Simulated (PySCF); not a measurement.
A PySCF script (with the pyscf-properties extension) for the NMR shieldings of `C=C(C)[C@@H]1[SiH2][C@H]1SC`, C$_{6}$H$_{12}$SSi, on a GFN2-xTB geometry:

```python
import basis_set_exchange as bse
import numpy as np
from pyscf import gto, dft
from pyscf.prop import nmr

atoms = """
C    -2.130733   -0.171328   -0.200057
C    -1.068078   -0.633687    0.450189
C    -1.007091   -2.048430    0.950233
C     0.121164    0.179542    0.758980
Si    0.038509    1.902553    1.573442
C     0.529209    1.343984   -0.157907
S     2.249767    1.368688   -0.676065
C     2.182722    0.031018   -1.907064
H    -2.979624   -0.798859   -0.410240
H    -2.195793    0.844281   -0.550922
H    -0.837792   -2.055337    2.026845
H    -1.930319   -2.580461    0.736072
H    -0.180667   -2.582987    0.481141
H     0.969497   -0.424016    1.070077
H     1.092283    2.266185    2.497780
H    -1.274824    2.502819    1.700344
H    -0.119587    1.535659   -1.004222
H     1.558658    0.339719   -2.741625
H     3.198904   -0.145300   -2.243255
H     1.778646   -0.863366   -1.441629
"""
names = dict.fromkeys(["C", "Si", "S", "H"], "pcSseg-1")
basis = {el: gto.basis.parse(bse.get_basis(n, elements=[el], fmt="nwchem")) for el, n in names.items()}
mol = gto.M(atom=atoms, basis=basis, charge=0, verbose=0)
mf = dft.RKS(mol, xc="PBE0")
mf.grids.level = 2
mf.grids.alignment = dft.numint.BLKSIZE   # the property module wants whole blocks of grid points
mf.conv_tol = 1e-9
mf.kernel()

calc = nmr.RKS(mf)   # GIAO
C = mf.mo_coeff
Co = C[:, mf.mo_occ > 0]
resp = mf.gen_response(singlet=True, hermi=2)
def vind(x):   # induced exchange potential for any number of trial vectors
    d = np.einsum("pi,xij,qj->xpq", C, 2 * x.reshape(-1, C.shape[1], Co.shape[1]), Co, optimize=True)
    return np.einsum("xpq,pi,qj->xij", resp(d - d.transpose(0, 2, 1)), C, Co, optimize=True).ravel()
mo1, _ = nmr.rhf.solve_mo1(calc, with_cphf=vind)
sigma = calc.kernel(mo1)
for i, s in enumerate(sigma):   # ppm
    print("%2d %-2s %9.2f" % (i, mol.atom_pure_symbol(i), np.trace(s) / 3))
```

Question: What does it print?

Answer: 
```
 0 C      79.62
 1 C      29.01
 2 C     158.30
 3 C     154.39
 4 Si    464.88
 5 C     157.04
 6 S     498.62
 7 C     163.39
 8 H      26.92
 9 H      27.44
10 H      29.48
11 H      29.81
12 H      29.49
13 H      30.51
14 H      28.57
15 H      28.89
16 H      29.37
17 H      29.39
18 H      29.88
19 H      29.44
```

These numbers come from an equivalent density-fitted implementation of the same equations, which agrees with the script to about 0.01 ppm for H and up to a few tenths of a ppm for heavy atoms, so last digits may differ.

Question: Turn these shieldings into chemical shifts. References, each an isolated molecule treated in the same way: $^{13}$C (σ = 186.93 ppm), $^{29}$Si (σ = 349.16 ppm), $^{1}$H (σ = 31.72 ppm) vs TMS; CS2 for $^{33}$S (σ = 503.73 ppm).

Answer: Averaging equivalent atoms: C 1: 157.9; C 0: 107.3; C 3: 32.5; C 5: 29.9; C 2: 28.6; C 7: 23.5; Si 4: -115.7; S 6: 5; H 8: 4.80; H 9: 4.28; H 14: 3.15; H 15: 2.83; H 16: 2.35; H 17/18/19: 2.15; H 10/11/12: 2.12; H 13: 1.20 ppm. 

Size and cost of the density-fitted run: 210 basis functions, 110 s wall time on 1 thread of an Intel Xeon, shared host; peak memory 1 GiB.
